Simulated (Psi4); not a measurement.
Complex: CH4 (SMILES C) (first 5 atoms) with CH5N (SMILES CN); geometry from B3LYP-D3(BJ)/def2-TZVP, rigid monomers moved along the line of their centres of mass till C1···H12 is 5.11 Å.
(charge 0, multiplicity 1):
```xyz
12

C     -0.00543    -0.04466    -0.38546
H      0.10064     0.34510    -1.39672
H     -0.25793    -1.10336    -0.43295
H      0.93168     0.08322     0.15412
H     -0.79695     0.49802     0.12966
C     -0.17596     0.79041     5.67473
N      0.05892    -0.64397     5.51914
H      0.21146     1.11584     6.64152
H     -1.25063     0.98003     5.67735
H      0.27522     1.42357     4.89856
H      1.05096    -0.84816     5.52670
H     -0.30020    -0.96929     4.63002
```

These are SAPT0/jun-cc-pV(D+d)Z (Psi4) values and carry that method's errors.

Problem. Which attractive term is largest, and how does the interaction split up?

Solution. electrostatics 0.0, exchange 0.0, induction 0.0, dispersion -0.2, total -0.2 kJ/mol; the largest attraction is dispersion.
